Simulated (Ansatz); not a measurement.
CH₇GeNSi, SMILES `[CH2]1[SiH2][NH][GeH2]1`, relaxed with RKS PBE0-D4/def2-TZVP in the Gaussian-basis code of Ansatz from a PBE-D4/def2-SVP geometry. The force threshold is 0.005 eV/Å; the program also tests the step.

The species carries charge 0 and has multiplicity 1.

Start:

```xyz
11

C     0.835    0.826   -0.372
Si   -0.122   -0.617   -1.179
N    -0.936   -0.947    0.341
Ge   -0.108    0.407    1.330
H     0.607    1.833   -0.772
H     1.934    0.699   -0.316
H     0.756   -1.731   -1.700
H    -1.024   -0.207   -2.321
H    -1.629   -1.642    0.620
H     0.777   -0.114    2.503
H    -1.090    1.492    1.867
```

| step | energy (eV) | largest force (eV/Å) | largest move (Å) |
| --- | --- | --- | --- |
| 1 | -67025.5596 | 0.595 | 0.000 |
| 2 | -67025.6062 | 0.352 | 0.028 |
| 3 | -67025.6124 | 0.040 | 0.012 |
| 4 | -67025.6125 | 0.013 | 0.004 |
| 5 | -67025.6125 | 0.007 | 0.001 |
| 6 | -67025.6125 | 0.001 | 0.002 |

End:

```xyz
11

C     0.832    0.821   -0.372
Si   -0.122   -0.607   -1.158
N    -0.922   -0.938    0.333
Ge   -0.104    0.405    1.312
H     0.608    1.811   -0.768
H     1.913    0.693   -0.319
H     0.739   -1.711   -1.674
H    -1.017   -0.204   -2.282
H    -1.603   -1.624    0.604
H     0.761   -0.117    2.479
H    -1.086    1.470    1.844
```

Run time 25 s (4 threads of an Arm Neoverse V1 on a shared host); peak host memory 0.53 GiB.
